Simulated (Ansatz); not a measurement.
Wavefunction ladder for AlFH6N2Si, SMILES `[NH2][Al]([F])[NH][SiH3]`

Z-matrix (Å, degrees):
```
Si
N 1 1.721
H 1 1.490 2 112.7
H 1 1.490 2 112.7 3 -121.4
H 1 1.488 2 107.1 3 119.3
Al 2 1.774 1 128.9 3 -118.8
H 2 1.012 1 115.2 3 61.0
F 6 1.650 2 117.8 1 179.7
N 6 1.754 2 123.1 1 -0.3
H 9 1.006 6 124.4 2 179.9
H 9 1.006 6 124.8 2 -0.1
```

Total charge 0; spin multiplicity 1. The geometry is a stationary point of PBE0-D4/def2-TZVP. It is one conformer, not always the lowest. Frozen core, restricted reference, Ansatz. CBS rows extrapolate triple and quadruple zeta; past MP2 they add the triple-zeta difference.

```tsv
basis	HF (Eh)	MP2 corr.	CCSD corr.	(T)	CCSD(T) total
def2-TZVPP	-742.99058	?	?	-0.03087	?
def2-QZVPP	?	?	–	–	–
CBS(def2)	-743.02217	-1.00168	-1.03716	as TZ	-744.09020
```

(1) Fill in the withheld values. (Best estimate.)

Results:

(1) The calculation gave: def2-TZVPP MP2 corr.: -0.87842; def2-TZVPP CCSD corr.: -0.91390; def2-TZVPP CCSD(T) total: -743.93535; def2-QZVPP HF (Eh): -743.01835; def2-QZVPP MP2 corr.: -0.94923.
